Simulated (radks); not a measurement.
Results of a calculation; reference values are marked as such.
Level of theory: Dirac Kohn-Sham, PBE, spin-unpolarised, spherical densities, finite nucleus; Fermi nuclear charge, rms radius of each element as measured or else 0.836 A^(1/3) + 0.57 fm (a radial shooting solver on a logarithmic mesh with Libxc functionals). Each species is in its NIST ground configuration. Rank B2+, Ga2+, In2+, Tl2+, Al2+ by mean radius of the outermost orbital (bohr), largest first.

Answer. In2+ 2.34, Tl2+ 2.28, Al2+ 2.20, Ga2+ 2.08, B2+ 1.64.
